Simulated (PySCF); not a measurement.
# Dipole moment and polarisability of `C#C[C@@H](F)C(F)(F)CS`

Species: C₅H₅F₃S.
Geometry (GFN2-xTB, Å), atoms numbered from 1 in this order:
```xyz
14
C5H5F3S angstrom
C      2.6656    0.0153   -0.7031
C      1.4891    0.0750   -0.9098
C      0.0647    0.0978   -1.1896
F     -0.2009   -0.4881   -2.4036
C     -0.7168   -0.6457   -0.0841
F     -2.0450   -0.6399   -0.3870
F     -0.3625   -1.9577   -0.0552
C     -0.5054   -0.0563    1.3082
S     -0.9708    1.7015    1.3980
H      3.6978   -0.0120   -0.5173
H     -0.3074    1.1313   -1.2471
H     -1.0939   -0.6249    2.0293
H      0.5517   -0.1154    1.5655
H     -2.2668    1.5184    1.1489
```

Level: B3LYP/def2-SVPD (PySCF), static field, nuclei fixed, core orbitals frozen in the response. The polarisability tensor in these axes (au):

```
x   91.58 -3.82 -2.78
y   -3.82 74.81  5.08
z   -2.78  5.08 73.55
```

Task: Give the principal values, the mean and the anisotropy Δα = √{½[(α1 − α2)² + (α2 − α3)² + (α1 − α3)²]}.

Result: Principal values 69.05, 77.71 and 93.18 au; mean 79.98 au = 11.85 Å³ = 13.19 × 10⁻⁴⁰ C²·m²/J; Δα = 21.17 au (26 % of the mean).

Task: What is the dipole moment, and where does it point?

Result: (1.32, 1.24, 1.95) D, 2.66 D in size, pointing from the negative to the positive side. Measured along this direction, the outermost atoms are F4 at the negative end and H10, H13 and S9 at the positive end.

Task: Refractivity n − 1 of an ideal gas of it at 298.15 K and 1 atm, from the electronic α?

Result: N = p/kT = 2.4615 × 10¹⁹ cm⁻³, so n − 1 = 2π × N × 11.85 × 10⁻²⁴ cm³ = 1833 × 10⁻⁶ at long wavelengths.

Task: How large is μ²/3kT at 400 K beside α?

Result: In Gaussian units μ²/3kT = 42.71 Å³ against 11.85 Å³, a ratio of 3.60; the Debye molar polarisation (4π/3)N_A(α + μ²/3kT) is 137.6 cm³/mol, leaving out the vibrational part.

Task: Molar refractivity from α?

Result: Lorentz–Lorenz: R = (4π/3)N_A α = 2.5225 cm³/(mol·Å³) × 11.85 Å³ = 29.9 cm³/mol, in the limit of long wavelengths.

Task: What depolarisation ratio follows for Rayleigh scattering of linearly polarised light, taking the static tensor?

Result: ρ = 3Δα²/(45ᾱ² + 4Δα²) = 1345.0/(287834 + 1793.3) = 0.00464.

Task: Give the eigenvalues of the traceless quadrupole moment Θ = ½Σq(3rr − r²1), origin at the centre of nuclear charge.

Result: -12.42, -0.25, 12.67 D·Å. The values depend on the origin, since the dipole doesn't vanish. The electronic extent ⟨r²⟩ about the same centre is 1356 bohr², a root-mean-square distance of 2.21 Å for the 78 electrons.

Isolated species at its GFN2-xTB geometry (one conformer only).
